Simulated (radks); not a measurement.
Q: Coulomb parameter of the 4f shell of neutral praseodymium in the model configuration [Xe] 4f1.5 5d1.5 6s2, as a second difference U = [E(n + 0.5) + E(n - 0.5) - 2 E(n)] / (0.5)^2 with all orbitals relaxed. "Bare": the charge of the atom changes with n. "Screened": the 5d shell takes up the change at fixed total charge, which measures U(4f,4f) + U(5d,5d) - 2 U(4f,5d). All-electron calculation, scalar-relativistic Kohn-Sham, LDA (Slater exchange, Perdew-Wang correlation), spin-unpolarised, spherical densities, finite nucleus; Fermi nuclear charge, rms radius 4.8919 fm. Program: a radial shooting solver on a logarithmic mesh with Libxc functionals. Estimate both.

A: U(bare) = 13.580 eV, U(screened by 5d) = 5.164 eV, against the Slater integral F0(4f,4f) = 25.420 eV with frozen orbitals. The step up makes a negative ion, whose loosely bound charge lowers the bare value.
